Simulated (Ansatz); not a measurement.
A nudged elastic band was laid between two geometries of CH6Ge + H2 (10 atoms, charge 0, multiplicity 1).

Computed with RKS r2SCANh/def2-SVP (Ansatz 0.2.0).

* movable images: 7
* climbing image: yes
* spring: 5.0 eV/Å²
* optimiser: quadratic models (default)
* start path: through a guess of the saddle point
* force threshold: 0.05 eV/Å
* iteration limit: 60
* end points: relaxed

Image 0:

```xyz
10
Properties=species:S:1:pos:R:3
Ge -0.148 0.341 0.188
C -0.202 0.424 2.135
H -1.241 0.454 2.489
H 0.289 -0.456 2.570
H 0.314 1.325 2.494
H 1.304 0.295 -0.308
H -0.835 1.573 -0.420
H -0.874 -0.916 -0.315
H 1.071 -2.867 0.789
H 1.562 -3.076 1.327
```

Image 8:

```xyz
10
Properties=species:S:1:pos:R:3
Ge -0.072 -0.427 -0.838
C 0.319 -0.154 3.029
H -0.768 -0.151 2.891
H 0.553 -0.051 4.095
H 0.760 0.686 2.478
H 1.286 0.247 -0.622
H -1.171 0.417 -0.190
H -0.344 -0.551 -2.341
H -0.057 -1.822 -0.207
H 0.734 -1.097 2.654
```

Which bonds break or form, and what moves?

Bonds broken: Ge1–C2, H9–H10. Bonds formed: Ge1–H9, C2–H10. CH6Ge + H2 becomes CH4 + GeH4.

Give the energies along the band, and the barrier.

It converged. The highest image is number 4 of 0 to 8, 3.29 eV above the first end and 3.81 eV above the last; the last end lies 0.51 eV below the first. Neighbouring images differ by up to 2.9 eV, so the band resolves the path poorly. A vibrational analysis at the climbing image gives one clearly imaginary mode, 1856i cm⁻¹: a first-order saddle point. The orbitals stay closed-shell, which can raise the energy where a bond breaks towards radicals; this wasn't checked here.

| image | path coordinate (Å) | energy (eV) | Ge1–C2 (Å) | H9–H10 (Å) | Ge1–H9 (Å) |
| --- | --- | --- | --- | --- | --- |
| 0 | 0.00 | 0.00 | 1.95 | 0.76 | 3.48 |
| 1 | 0.79 | 0.01 | 1.95 | 0.76 | 3.26 |
| 2 | 1.59 | 0.17 | 1.96 | 0.75 | 2.82 |
| 3 | 2.38 | 1.01 | 2.03 | 0.77 | 2.29 |
| 4 | 3.17 | 3.29 | 2.29 | 1.14 | 1.86 |
| 5 | 4.31 | 0.39 | 2.97 | 1.61 | 1.55 |
| 6 | 5.45 | -0.43 | 3.62 | 2.18 | 1.53 |
| 7 | 6.58 | -0.50 | 4.04 | 2.81 | 1.53 |
| 8 | 7.72 | -0.51 | 3.90 | 3.06 | 1.53 |

What is the geometry of the highest image?


```xyz
10
Properties=species:S:1:pos:R:3
Ge 0.095 -0.265 -0.002
C 0.013 -0.043 2.280
H -1.075 0.058 2.384
H 0.388 -0.689 3.095
H 0.511 0.932 2.345
H 1.440 0.039 -0.673
H -0.654 1.123 0.046
H -0.904 -1.214 -0.684
H 0.900 -1.791 0.684
H 0.527 -1.054 1.475
```

Time of the run: 5.4 min on 2 threads of Arm Neoverse V1 (shared host), peak memory 0.18 GiB.
